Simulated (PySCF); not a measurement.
Species: C6H14P2.
Atom-mapped SMILES: `[CH2:1]=[CH:2][CH2:3][P@:4](=[CH2:5])([PH2:6])[CH2:7][CH3:8]` (hydrogens: H9, H10 on C1; H11 on C2; H12, H13 on C3; H14, H15 on C5; H16, H17 on P6; H18, H19 on C7; H20, H21, H22 on C8)

The same species was optimised twice, with GFN2-xTB and with PBE0-D3(BJ)/def2-SVP (PySCF), and the same property calculations (PySCF, gas phase) were run on both structures.

```csv
coordinate,GFN2-xTB,PBE0-D3(BJ)/def2-SVP,change
P4–P6 (Å),2.168,2.229,+0.061
P4=C5 (Å),1.709,1.669,-0.040
C3–P4 (Å),1.923,1.884,-0.039
C1=C2 (Å),1.327,1.337,+0.010
C2–C3 (Å),1.478,1.486,+0.008
P4–C7 (Å),1.840,1.832,-0.008
C7–C8 (Å),1.521,1.520,-0.001
C3–P4–C5 (°),130.2,121.5,-8.7
C2–C3–P4 (°),111.8,116.3,+4.5
C5–P4–P6 (°),111.3,114.9,+3.6
P4–C7–C8 (°),109.9,113.3,+3.4
C5–P4–C7 (°),107.7,110.6,+2.9
C3–P4–C7 (°),100.0,102.4,+2.4
P6–P4–C7 (°),104.0,105.4,+1.4
C1–C2–C3 (°),123.9,125.0,+1.1
C1–C2–C3–P4 (°),-101,-108,-7
C2–C3–P4–C5 (°),161,172,+11
C3–P4–C7–C8 (°),162,167,+5
```

Rotational constants: A = 1861, B = 1003, C = 944.2 MHz (GFN2-xTB) against A = 1739, B = 970.4, C = 905.8 MHz (PBE0-D3(BJ)/def2-SVP). Point groups within 0.08 Å: C1 and C1.

On the GFN2-xTB structure: HOMO (eV) -5.21 [PBE0/pcSseg-1]; LUMO (eV) -0.42 [PBE0/pcSseg-1]; dipole (D) 2.23 [PBE0/pcSseg-1]; GIAO shielding of C1 (ppm) 60.5 [PBE0/pcSseg-1]; GIAO shielding of C2 (ppm) 43.0 [PBE0/pcSseg-1]; GIAO shielding of C3 (ppm) 131.8 [PBE0/pcSseg-1]; GIAO shielding of P4 (ppm) 317.7 [PBE0/pcSseg-1]; GIAO shielding of C5 (ppm) 178.8 [PBE0/pcSseg-1]; GIAO shielding of P6 (ppm) 521.6 [PBE0/pcSseg-1]; GIAO shielding of C7 (ppm) 160.3 [PBE0/pcSseg-1]; GIAO shielding of C8 (ppm) 175.4 [PBE0/pcSseg-1].

**Question.** What do these properties become on the PBE0-D3(BJ)/def2-SVP structure?

**Answer.** 
```json
{"property": "HOMO (eV)", "level": "PBE0/pcSseg-1", "on GFN2-xTB": "-5.21", "on PBE0-D3(BJ)/def2-SVP": "-4.95", "change": "+0.26"}
{"property": "LUMO (eV)", "level": "PBE0/pcSseg-1", "on GFN2-xTB": "-0.42", "on PBE0-D3(BJ)/def2-SVP": "-0.40", "change": "+0.02"}
{"property": "dipole (D)", "level": "PBE0/pcSseg-1", "on GFN2-xTB": "2.23", "on PBE0-D3(BJ)/def2-SVP": "1.85", "change": "-0.38"}
{"property": "energy, GFN2-xTB geometry as zero (kcal/mol)", "level": "PBE0/pcSseg-1", "on GFN2-xTB": "0.0", "on PBE0-D3(BJ)/def2-SVP": "-5.6", "change": "-5.6"}
{"property": "GIAO shielding of C1 (ppm)", "level": "PBE0/pcSseg-1", "on GFN2-xTB": "60.5", "on PBE0-D3(BJ)/def2-SVP": "58.0", "change": "-2.5"}
{"property": "GIAO shielding of C2 (ppm)", "level": "PBE0/pcSseg-1", "on GFN2-xTB": "43.0", "on PBE0-D3(BJ)/def2-SVP": "43.5", "change": "+0.5"}
{"property": "GIAO shielding of C3 (ppm)", "level": "PBE0/pcSseg-1", "on GFN2-xTB": "131.8", "on PBE0-D3(BJ)/def2-SVP": "126.1", "change": "-5.7"}
{"property": "GIAO shielding of P4 (ppm)", "level": "PBE0/pcSseg-1", "on GFN2-xTB": "317.7", "on PBE0-D3(BJ)/def2-SVP": "326.0", "change": "+8.3"}
{"property": "GIAO shielding of C5 (ppm)", "level": "PBE0/pcSseg-1", "on GFN2-xTB": "178.8", "on PBE0-D3(BJ)/def2-SVP": "182.9", "change": "+4.1"}
{"property": "GIAO shielding of P6 (ppm)", "level": "PBE0/pcSseg-1", "on GFN2-xTB": "521.6", "on PBE0-D3(BJ)/def2-SVP": "481.4", "change": "-40.2"}
{"property": "GIAO shielding of C7 (ppm)", "level": "PBE0/pcSseg-1", "on GFN2-xTB": "160.3", "on PBE0-D3(BJ)/def2-SVP": "162.1", "change": "+1.8"}
{"property": "GIAO shielding of C8 (ppm)", "level": "PBE0/pcSseg-1", "on GFN2-xTB": "175.4", "on PBE0-D3(BJ)/def2-SVP": "174.3", "change": "-1.1"}
```

The heavy atoms differ by 0.140 Å rms after alignment. Among the bonds compared P4–P6 changes most (+0.061 Å). Changes are differences of the printed values. Neither structure is proved a minimum here.

Shape of the structure used: `[CH2:1]=[CH:2][CH2:3][P@:4](=[CH2:5])([PH2:6])[CH2:7][CH3:8]`: C1–C2–C3–P4 -108°, C2–C3–P4–C5 172°, C3–P4–C7–C8 167°, H–P6–P4–C3 53°, H–P6–P4–C3 148°.
